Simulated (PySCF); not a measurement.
**Ionising RbCl**

PBE0; Rb def2-SVP with ECP28, Cl def2-SVP; scalar-relativistic core potentials (PySCF 2.14). Neutral (UKS): singlet (closed shell), Re = 2.815 Å, ωe = 244 cm⁻¹, De = 4.11 eV, HOMO -5.61 eV, LUMO -1.39 eV.

RbCl⁺ (UKS): doublet (π ↑), Re = 3.408 Å, ωe = 92.2 cm⁻¹, De = 0.27 eV to Rb⁺ + Cl. The energies at the minima are -484.07115 hartree for RbCl and -483.77540 for RbCl⁺.

Q: Work out the adiabatic ionisation energy, without and with harmonic zero-point energies (1 hartree = 27.2114 eV, 1 eV = 8065.5 cm⁻¹), and the change of the bond length.

A: At PBE0: 0.29575 hartree = 8.048 eV between the minima; the zero-point term (92.2 − 244.0)/2 cm⁻¹ = -0.009 eV makes it 8.038 eV. Re changes by +59.3 pm against the neutral. Minus the HOMO energy is 5.61 eV, -2.44 eV from the value between the minima; self-interaction puts the Kohn–Sham level too high, less so with exact exchange. The electron leaves a π orbital, and the ion is left as a loose complex of an ion and an atom.

Weak bonds: RbCl⁺. Basis-set superposition, not corrected here, can be much of De in a small basis, most of all at correlated wavefunction levels. Spin–orbit coupling is left out. For an ion De counts to the pair picked by the measured ionisation energies or electron affinities, which need not be the lowest pair at this level. States were picked by a PBE0 search and need not be the measured ground states.
